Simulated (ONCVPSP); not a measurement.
## Potentials for Br (Z = 35) compared

Generated with ld1.x 7.5 (TM, RRKJ, ultrasoft, PAW), atompaw 4.2 or ONCVPSP 4.0.1. The cutoff is in Ry: for ld1.x and atompaw files where the sum of valence levels is converged to 10 mRy in a Bessel basis, for ONCV files where the hardest occupied wave has 1 mHa per electron of residual kinetic energy. The error is the largest all-electron minus pseudo excitation energy over each file’s own four to seven test configurations (ionisations up to +4, promotions, holes and added fractions of an electron), all of which were solved. The labels leave out finer settings (local radius, basis sizes, second energies), which also bear on the numbers. Spin-polarised tests are not counted. The rows are a selection from randomly drawn settings: files with unsolved tests, undetermined cutoffs or missed reference levels are left out.

A true bound ghost makes a file unfit for plane-wave use even where its test errors are small: the radial tests pick states by their node count and pass the ghost by.

| potential | cutoff (Ry) | largest error (meV) | bound ghosts |
| --- | --- | --- | --- |
| ONCV, LDA (Perdew-Zunger), fully relativistic, rc 1.00/0.80/0.80 (spd), local smoothed, core correction yes, reference 3s2 3p6 3d10 4s2 4p5, qcut 15.7/18.8/17.1, projectors 3/2/2 | 274 | +11 | none |
| ONCV, PBE, scalar-relativistic, rc 1.05/0.95/0.65 (spd), local smoothed, core correction yes, reference 3s2 3p6 3d10 4s2 4p4.5, qcut 13.4/15.7/22.7, projectors 2/2/3 | 435 | -2.7 | none |
| ONCV, PBE, scalar-relativistic, rc 1.25/1.25 (sp), local smoothed, core correction yes, reference 4s2 4p4.5, qcut 6.2/5.8, projectors 3/2 | 133 | -73 | s, p |
| ONCV, BLYP, scalar-relativistic, rc 0.85/0.95/1.10 (spd), local smoothed, core correction no, reference 3s2 3p6 3d10 4s2 4p3, qcut 15.6/12.3/16.2, projectors 2/2/2 | 200 | -7.6 | none |
| ONCV, PBE, fully relativistic, rc 1.15/1.20/1.10 (spd), local smoothed, core correction yes, reference 3d10 4s1.75 4p5.25, qcut 6.4/8/13.8, projectors 2/3/2 | 162 | +12 | s, p3/2, p1/2 |

(1) Fill in the row for Br: ONCV, PBEsol, scalar-relativistic, rc 0.75/1.00/1.05/0.90 (spdf), local smoothed, core correction no, reference 3s2 3p6 3d10 4s2 4p5, qcut 12.5/15.3/13.4/12.9, projectors 2/2/2/2.

Answers

(1) cutoff 167 Ry, largest error -7.3 meV, bound ghosts: none.
